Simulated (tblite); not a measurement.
C₆H₆F₂ (charge +1 and doublet state).
Structure used (GFN2-xTB), in Å, numbered top down from 1:
```
atom  x, y, z in Å
C1    -2.8836    0.3592    0.1697
C2    -1.5280    0.4283    0.0755
C3    -0.7558   -0.7073   -0.2464
C4     0.6274   -0.7629   -0.3713
C5     1.5118    0.3135   -0.1934
C6     2.8643    0.1721   -0.3352
F7     3.4626   -0.9361   -0.6388
F8     3.6996    1.1454   -0.1780
H9    -3.4761    1.2260    0.4157
H10   -3.4151   -0.5656    0.0015
H11   -1.0367    1.3751    0.2522
H12   -1.2980   -1.6306   -0.4144
H13    1.0646   -1.7214   -0.6279
H14    1.1623    1.3038    0.0637
```

Computed values, GFN2-xTB/tblite, gas phase, harmonic and unscaled. Against measured fundamentals such values can be off by several per cent, at times by over 20. One conformer, not necessarily the lowest. Open shells enter through the occupations alone, without spin polarisation, and single modes of such species can be off by tens of per cent.

Harmonic wavenumbers (cm⁻¹): 56.2, 89.5, 110.5, 182.6, 210.0, 282.6, 337.1, 425.9, 456.0, 517.2, 550.6, 651.5, 798.2, 843.2, 904.3, 925.0, 930.8, 945.7, 969.4, 1092.6, 1181.7, 1220.8, 1258.3, 1278.2, 1313.2, 1328.6, 1418.4, 1484.9, 1536.0, 1579.3, 3050.2, 3059.5, 3080.6, 3087.7, 3091.7, 3129.3.

A = 6773, B = 780.9, C = 700.2 MHz; mass 116.044 u (most abundant isotopes); point group Cs, symmetry number 1; spin multiplicity 2.

Question: What is the zero-point energy?

Answer: ½Σν̃ = 21689 cm⁻¹ = 62.01 kcal/mol.

Question: Entropy at 298.15 K, 1 bar (ideal gas, RRHO, classical rotation)?

Answer: Translation 40.19, rotation 28.85, vibration 23.08, spin (R ln 2) 1.38: S = 93.5 cal/(mol K).

Question: And Cp and H(298.15 K) − H(0)?

Answer: Cp = 31.97 cal/(mol K), of which vibrations give 24.02 (their classical limit is 36 R = 71.5); H(298.15 K) − H(0) = 6.03 kcal/mol without the zero-point energy, 3.66 from vibrations.

Question: How do the functions run with temperature in this model?

Answer: 
```json
{"T (K)": "50", "S (cal/(mol K))": "58.5", "Cp (cal/(mol K))": "12.2", "H − H(0) (kcal/mol)": "0.48", "G − H(0) (kcal/mol)": "-2.45", "ln q(vib)": "0.35"}
{"T (K)": "100", "S (cal/(mol K))": "68.4", "Cp (cal/(mol K))": "16.7", "H − H(0) (kcal/mol)": "1.20", "G − H(0) (kcal/mol)": "-5.64", "ln q(vib)": "1.30"}
{"T (K)": "373.15", "S (cal/(mol K))": "101.3", "Cp (cal/(mol K))": "37.5", "H − H(0) (kcal/mol)": "8.64", "G − H(0) (kcal/mol)": "-29.16", "ln q(vib)": "6.99"}
{"T (K)": "500", "S (cal/(mol K))": "113.4", "Cp (cal/(mol K))": "45.4", "H − H(0) (kcal/mol)": "13.91", "G − H(0) (kcal/mol)": "-42.79", "ln q(vib)": "9.56"}
{"T (K)": "750", "S (cal/(mol K))": "134.0", "Cp (cal/(mol K))": "55.9", "H − H(0) (kcal/mol)": "26.68", "G − H(0) (kcal/mol)": "-73.79", "ln q(vib)": "14.38"}
{"T (K)": "1000", "S (cal/(mol K))": "151.0", "Cp (cal/(mol K))": "62.4", "H − H(0) (kcal/mol)": "41.51", "G − H(0) (kcal/mol)": "-109.47", "ln q(vib)": "18.81"}
```

q(vib) and H(0) count from the zero-point level.

Question: Blend soft modes into free rotors: weight 1/[1 + (100 cm⁻¹/ν̃)⁴] for the oscillator and the rest for a rotor with moment μB/(μ + B), μ = h/(8π²ν), B = 10⁻⁴⁴ kg m². What vibrational entropy results?

Answer: 21.41 cal/(mol K) in place of 23.08, which changes −T·S at 298.15 K by +0.50 kcal/mol.

Question: What must be added to the electronic energy to get the Gibbs energy at 298.15 K and 1 bar?

Answer: ZPE + [H(298.15 K) − H(0)] − T·S = 62.01 + 6.03 − 27.88 = 40.16 kcal/mol.

Question: Which modes carry the vibrational entropy at 298.15 K?

Answer: 56.2 cm⁻¹: 4.59; 89.5 cm⁻¹: 3.67; 110.5 cm⁻¹: 3.26; 182.6 cm⁻¹: 2.30; 210.0 cm⁻¹: 2.04; 282.6 cm⁻¹: 1.52 cal/(mol K); the other 30 give 5.70 together.

Hindered rotation and anharmonicity are outside this model. Other conformers, if any are populated, would add a mixing term that is left out.

Hardware: an Arm Neoverse V1 with one thread (shared host). Cost: 0.37 s. This covers the Hessian and the dipole derivatives.
